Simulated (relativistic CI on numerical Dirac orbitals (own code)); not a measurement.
**Crystal-field levels of Mo³⁺, 4d3**

Calculated by Dirac-Coulomb-Breit CI, orbitals from a KLI potential per configuration, model QED (radiative potential, 1s self-energy scaled to tabulated hydrogen-like ionisation energies), one configuration in a parametric crystal field, unscaled Slater integrals (own radial code). With so little scaling, terms lie 10 to 35 % too far apart, which can change the order of excited levels.

Field parameters in Wybourne normalisation: D3d B²₀ = −7Dσ, B⁴₀ = −14Dq − 21Dτ, B⁴₃ = −14√(10/7) Dq. The field is a parameter set, without covalency.

S and J are read from ⟨S²⟩ = S(S + 1) and ⟨J²⟩ = J(J + 1) of each level; they are not fictitious spins.

D3d, 10Dq = 22550, Dσ = -1200, Dτ = -160 cm⁻¹, the lowest 10 levels:

```
E (cm⁻¹)  Degeneracy  Irrep     S     J
     0.0           2     Γ4  1.50  3.40
    10.0           2  Γ5+Γ6  1.50  3.41
   14186           2     Γ4  0.53  3.95
   14609           2  Γ5+Γ6  0.52  3.75
   16011           2     Γ4  0.51  3.83
   16114           2  Γ5+Γ6  0.52  4.36
   16761           2     Γ4  0.52  3.81
   20668           2     Γ4  1.49  3.33
   20771           2     Γ4  1.49  3.37
   20857           2  Γ5+Γ6  1.49  3.41
```

Principal g values of the ground doublet: 1.92, 3.79, 3.79.

D3d, 10Dq = 22550, Dσ = -980, Dτ = -160 cm⁻¹, the lowest 10 levels:

```csv
E (cm⁻¹),Degeneracy,Irrep,S,J
0.0,2,Γ4,1.50,3.40
7.8,2,Γ5+Γ6,1.50,3.41
14500,2,Γ4,0.53,3.96
14868,2,Γ5+Γ6,0.52,3.77
16081,2,Γ4,0.51,3.84
16186,2,Γ5+Γ6,0.52,4.34
16709,2,Γ4,0.52,3.82
20853,2,Γ4,1.49,3.32
20958,2,Γ4,1.49,3.37
21048,2,Γ5+Γ6,1.49,3.41
```

Principal g values of the ground doublet: 1.92, 3.80, 3.80.

D3d, 10Dq = 22550, Dσ = -760, Dτ = -160 cm⁻¹, the lowest 16 levels:

| E (cm⁻¹) | Degeneracy | Irrep | S | J |
| --- | --- | --- | --- | --- |
| 0.0 | 2 | Γ4 | 1.50 | 3.41 |
| 5.6 | 2 | Γ5+Γ6 | 1.50 | 3.41 |
| 14782 | 2 | Γ4 | 0.53 | 3.97 |
| 15095 | 2 | Γ5+Γ6 | 0.52 | 3.78 |
| 16150 | 2 | Γ4 | 0.51 | 3.86 |
| 16256 | 2 | Γ5+Γ6 | 0.52 | 4.31 |
| 16659 | 2 | Γ4 | 0.52 | 3.82 |
| 21028 | 2 | Γ4 | 1.49 | 3.32 |
| 21135 | 2 | Γ4 | 1.49 | 3.37 |
| 21228 | 2 | Γ5+Γ6 | 1.49 | 3.41 |
| 21350 | 2 | Γ4 | 1.49 | 3.47 |
| 23050 | 2 | Γ5+Γ6 | 1.46 | 3.42 |
| 23173 | 2 | Γ4 | 1.49 | 3.52 |
| 23933 | 2 | Γ4 | 0.54 | 3.64 |
| 25068 | 2 | Γ5+Γ6 | 0.59 | 3.55 |
| 25646 | 2 | Γ4 | 0.55 | 3.84 |

Principal g values of the ground doublet: 1.92, 3.80, 3.80.

D3d, 10Dq = 22550, Dσ = -550, Dτ = -160 cm⁻¹, the lowest 16 levels:

| E (cm⁻¹) | Degeneracy | Irrep | S | J |
| --- | --- | --- | --- | --- |
| 0.0 | 2 | Γ4 | 1.50 | 3.41 |
| 3.5 | 2 | Γ5+Γ6 | 1.50 | 3.41 |
| 15019 | 2 | Γ4 | 0.53 | 3.98 |
| 15278 | 2 | Γ5+Γ6 | 0.52 | 3.80 |
| 16211 | 2 | Γ4 | 0.51 | 3.89 |
| 16318 | 2 | Γ5+Γ6 | 0.52 | 4.29 |
| 16617 | 2 | Γ4 | 0.52 | 3.80 |
| 21185 | 2 | Γ4 | 1.49 | 3.31 |
| 21293 | 2 | Γ4 | 1.49 | 3.37 |
| 21388 | 2 | Γ5+Γ6 | 1.48 | 3.41 |
| 21528 | 2 | Γ4 | 1.49 | 3.49 |
| 22841 | 2 | Γ5+Γ6 | 1.46 | 3.44 |
| 22955 | 2 | Γ4 | 1.49 | 3.54 |
| 24079 | 2 | Γ4 | 0.54 | 3.66 |
| 24778 | 2 | Γ5+Γ6 | 0.59 | 3.54 |
| 25299 | 2 | Γ4 | 0.55 | 3.82 |

Principal g values of the ground doublet: 1.91, 3.80, 3.80.

D3d, 10Dq = 22550, Dσ = -330, Dτ = -160 cm⁻¹, the lowest 16 levels:

| E (cm⁻¹) | Degeneracy | Irrep | S | J |
| --- | --- | --- | --- | --- |
| 0.0 | 2 | Γ4 | 1.50 | 3.41 |
| 1.3 | 2 | Γ5+Γ6 | 1.50 | 3.41 |
| 15230 | 2 | Γ4 | 0.53 | 3.98 |
| 15435 | 2 | Γ5+Γ6 | 0.52 | 3.82 |
| 16261 | 2 | Γ4 | 0.51 | 3.96 |
| 16375 | 2 | Γ5+Γ6 | 0.52 | 4.25 |
| 16587 | 2 | Γ4 | 0.52 | 3.76 |
| 21339 | 2 | Γ4 | 1.49 | 3.29 |
| 21447 | 2 | Γ4 | 1.49 | 3.37 |
| 21541 | 2 | Γ5+Γ6 | 1.48 | 3.41 |
| 21708 | 2 | Γ4 | 1.49 | 3.50 |
| 22643 | 2 | Γ5+Γ6 | 1.46 | 3.46 |
| 22744 | 2 | Γ4 | 1.49 | 3.56 |
| 24233 | 2 | Γ4 | 0.54 | 3.67 |
| 24516 | 2 | Γ5+Γ6 | 0.59 | 3.54 |
| 24970 | 2 | Γ4 | 0.55 | 3.81 |

Principal g values of the ground doublet: 1.91, 3.81, 3.81.

The free-ion ground term has S = 3/2. Every field shown keeps that spin.

Levels of this model without a field, named by their leading LS term: 4F_3/2 0, 4F_5/2 701, 4F_7/2 1609, 4F_9/2 2672, 4P_1/2 13008, 4P_3/2 13133, 2G_7/2 14099, 4P_5/2 14154 cm⁻¹.
